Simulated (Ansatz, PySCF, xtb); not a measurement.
Noncovalent pair: H2S (SMILES S) (first 3 atoms) with GeH4 (SMILES [GeH4]); geometry from B3LYP-D3(BJ)/def2-TZVP, rigid monomers moved along the line of their centres of mass till S1···Ge4 is 4.44 Å.
(charge 0, multiplicity 1):
```xyz
8

S      0.15623    -0.37545    -0.31385
H      0.27778    -1.63364     0.13844
H     -1.17204    -0.37164    -0.11926
Ge    -0.02945     0.27895     4.07163
H     -0.15725     0.42942     5.59800
H     -1.03641    -0.77782     3.59214
H      1.39501    -0.17228     3.72395
H     -0.33444     1.62430     3.40090
```

Interaction energies are E(AB) − E(A) − E(B) at the monomers' geometry in the complex; basis-set methods are counterpoise corrected.

Rows in 6-31G* carry no dispersion term and start afresh at each structure (6-31G* with six Cartesian d functions); the Pople sets are all-electron and without relativity.

Programs: Ansatz (an electronic-structure program); PySCF for 6-31G* rows, the dispersion terms; xtb for the GFN methods. Values without a source in brackets are computed.

Task: One of these levels gives -6.41 kcal/mol for the interaction energy. Name it.
A) PBE-D3(BJ)/def2-TZVPPD
B) HF/6-31G*
C) GFN1-xTB

Result: C, GFN1-xTB. The others give 0.00 (HF/6-31G*), -1.05 (PBE-D3(BJ)/def2-TZVPPD)
